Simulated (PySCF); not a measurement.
Mg(iPr)(OH) (C3H8MgO), SMILES C[CH](C)[Mg][OH].

Coordinates come from a PBE-D3(BJ)/def2-SVP optimisation. The structure was generated by enumeration; whether it is a known compound was not checked. Other conformers were not sampled.

Computed with r2SCAN/def2-TZVP run with PySCF.

```json
{
 "total_energy": "-394.39634 hartree",
 "highest_occupied_level": "-5.32 eV",
 "lowest_empty_level": "-1.14 eV",
 "orbital_gap": "4.18 eV",
 "dipole_moment": "0.64 D",
 "quadrupole, principal values (traceless, Buckingham form, about the centre of nuclear charge)": "-8.92, 2.61, 6.31 D·Å",
 "mean_static_polarisability": "69.6 bohr³ (10.31 Å³)",
 "polarisability_principal_values": "58.0, 66.5, 84.1 bohr³"
}
```
